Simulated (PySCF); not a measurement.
Argon: a sound run and one with changed settings

Sound run: Ar⁺ [Ne] 3s2 3p5, Ar²⁺ [Ne] 3s2 3p4. Computed with PySCF 2.14 in 6-31G* (4s3p1d, 18 functions), with no relativity, point nucleus. In the sound run the correlated levels freeze [Ne]. The sound run starts from symmetry-adapted Hartree-Fock orbitals and uses a fine grid where one is needed.

Changed run: scalar relativity by spin-free X2C-1e. This setting is unsound on purpose.

```csv
species,method,sound run (hartree),changed run (hartree),converged
Ar⁺,UHF,-526.23345,-527.82583,yes
Ar⁺,B3LYP,-526.93306,-528.52465,yes
Ar⁺,MN15,-526.81002,-528.40078,yes
Ar⁺,MP2,-526.34332,-527.93560,yes
Ar⁺,CCSD(T),-526.36145,-527.95366,yes
Ar²⁺,UHF,-525.26382,-526.85586,yes
Ar²⁺,B3LYP,-525.91359,-527.50486,yes
Ar²⁺,MN15,-525.78715,-527.37775,yes
Ar²⁺,MP2,-525.35301,-526.94496,yes
Ar²⁺,CCSD(T),-525.37328,-526.96513,yes
```

Ionisation energy of Ar⁺:

| method | sound run (eV) | changed run (eV) |
| --- | --- | --- |
| UHF | 26.385 | 26.394 |
| B3LYP | 27.741 | 27.750 |
| MN15 | 27.834 | 27.838 |
| MP2 | 26.948 | 26.957 |
| SCS-MP2 | 26.921 | 26.930 |
| CCSD | 26.883 | 26.893 |
| CCSD(T) | 26.889 | 26.899 |

Most of the change in total energy is the relativistic energy itself. On top of that the contraction fixes the core shape for the Hamiltonian it was made with, so the changed run is not a good calculation with the other Hamiltonian either.

For comparison, NIST gives 27.630 eV between the lowest levels.
